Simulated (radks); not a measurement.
The mean radii <r> (bohr) of the occupied orbitals of an atom or ion are listed with their occupations. Calculated with a radial shooting solver on a logarithmic mesh with Libxc functionals: scalar-relativistic Kohn-Sham, BLYP, spin-polarised, spherical densities, finite nucleus; Fermi nuclear charge, rms radius of each element as measured or else 0.836 A^(1/3) + 0.57 fm.

orbital  occ.      <r>
1s up       1  0.02722
1s down     1  0.02722
2s up       1   0.1172
2s down     1   0.1171
2p up       3   0.1025
2p down     3   0.1024
3s up       1   0.3135
3s down     1   0.3133
3p up       3   0.3113
3p down     3   0.3111
3d up       5   0.2872
3d down     5   0.2871
4s up       1   0.7117
4s down     1   0.7116
4p up       3   0.7476
4p down     3   0.7485
4d up       5   0.8075

Name the element and its charge. Open shells, if any, are filled with parallel spins first.

Answer. Z = 53, iodine, charge +12: I12+ in [Kr] 4d5. The 1s radius gives Z: for a bare nucleus <r> = (2 gamma + 1)/(2Z) with gamma = sqrt(1 - (Z/c)^2), 0.02683 bohr for Z = 53, and screening makes it slightly larger (0.02722 here). The occupations add up to 41, and the charge is Z minus that.
